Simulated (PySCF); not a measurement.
C6H7Al.
Z-matrix (Å and degrees, PBE0-D3(BJ)/def2-SVP geometry), rows numbered from 1:
```
Al
C   1  1.9481
C   2  1.4083  1  121.31
C   3  1.3938  2  121.48  1  -179.96
C   4  1.3950  3  119.83  2    -0.02
C   5  1.3950  4  119.97  3     0.02
C   6  1.3939  5  119.84  4    -0.01
H   1  1.5918  2  119.13  3   179.94
H   1  1.5920  2  119.41  3    -0.04
H   3  1.0951  2  119.74  1     0.00
H   4  1.0931  3  120.17  2   179.95
H   5  1.0931  4  120.01  3   180.00
H   6  1.0931  5  120.00  4  -179.98
H   7  1.0951  2  119.77  1    -0.07
```

Linear response at wB97X-D/def2-SVPD (PySCF, frozen core in the response, non-relativistic).

Static isotropic polarisability: 97.67 au (14.47 Å³), principal values 62.4, 102.3, 128.2 au.

Q: What is the polarisability at 1064 nm and at the sodium D line?

A: 99.09 au at 1064 nm (+1.5 %), 102.61 au at 589.3 nm (+5.1 %). The rise at 589.3 nm is 3.46 times that at 1064 nm; a pure ω² law gives 3.26. The lowest singlet lies at 245 nm, shorter than both wavelengths.

Q: What is the isotropic C6 coefficient between two such molecules, C6 = (3/π)∫α(iω)² dω?

A: 3134 au (Eh·bohr⁶) by a ten-point quadrature over imaginary frequencies, which is 1870 eV·Å⁶ or 181 J·nm⁶/mol.

Q: Which effective excitation energy ω̄ makes London's formula C6 = (3/4)α²ω̄ exact here?

A: ω̄ = 4·C6/(3α²) = 0.438 Eh = 11.9 eV. A one-pole form α(ω) = α/(1 − ω²/ω̄²) fitted to the 1064 nm value gives 9.7 eV. London's choice of the ionisation energy (9.26 eV, ΔSCF at the same level) gives C6 = 2440 au, 22 % too low.

Q: The lowest 6 singlets have (eV, f): 5.07, 0.008; 5.17, 0.001; 5.43, 0.220; 5.54, 0.000; 6.34, 0.079; 6.48, 0.000. What share of the static polarisability do they carry in the sum over states α = Σ f/ω²?

A: 7.22 au, 7.4 % of α; the largest term, 5.52 au, is that of the state at 5.43 eV. Their oscillator strengths add up to 0.31. Higher states carry the rest.

Q: What three-body coefficient follows from the one-pole estimate C9 = (3/4)·α·C6?

A: 230000 au. This is an estimate from the two numbers above, not a computed integral.

Q: How anisotropic is the static polarisability, by Δα² = ½[(α1 − α2)² + (α2 − α3)² + (α3 − α1)²]?

A: Δα = 57.4 au, or 0.59 of the isotropic value.

Q: What molar refraction at the D line follows from R = (4π/3)·N_A·α′, with α′ the polarisability volume?

A: α′ = 15.21 Å³ gives R = 38.36 cm³/mol, for isolated, non-vibrating species.

Q: What n − 1 at the D line would an ideal gas of it have at 273.15 K and 1 atm (2.6868 × 10¹⁹ cm⁻³), by n − 1 = 2π·N·α′?

A: 25.67 × 10⁻⁴, a formal value whether or not that pressure can be reached.

Q: How many electrons N does the Slater–Kirkwood formula C6 = (3/4)·√N·α^(3/2) need to give this C6?

A: N = (4·C6/3)²/α³ = 18.7; the species has 56 electrons in all.

Note: wB97X-D ran without an empirical dispersion term, which enters the total energy and its gradient alone.
